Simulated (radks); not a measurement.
Charge is removed step by step from the 3d5/2 level of the cobalt ion Co2+, starting from [Ar] 3d(3/2: 4, 5/2: 3). Calculated with a radial shooting solver on a logarithmic mesh with Libxc functionals: Dirac Kohn-Sham, LDA (Slater exchange, Perdew-Wang correlation), spin-unpolarised, spherical densities, finite nucleus; Fermi nuclear charge, rms radius 3.7875 fm.

removed (e)	E - E(0) (eV)	eigenvalue (eV)	E minus straight line (eV)
0	0.000	-27.288	0.000
0.25	7.348	-31.526	-1.671
0.5	15.779	-35.955	-2.259
0.75	25.340	-40.566	-1.717
1	36.076	-45.351	0.000

Removing the whole electron costs 36.076 eV by Delta-SCF, against 27.288 eV from minus the eigenvalue at the starting occupation. Slater's transition state (half an electron removed) gives 35.955 eV. Integrating minus the eigenvalue over the occupation (Janak's theorem) gives 36.076 eV. The mean slope of the eigenvalue, de/dn, is 18.1 eV per electron. Ionisation energy of Co2+ in the NIST Atomic Spectra Database: 33.5 eV (semi-empirical).

Beside tabulated values, note that spin-unpolarised runs miss the spin-polarisation part of the exchange energy of open shells.
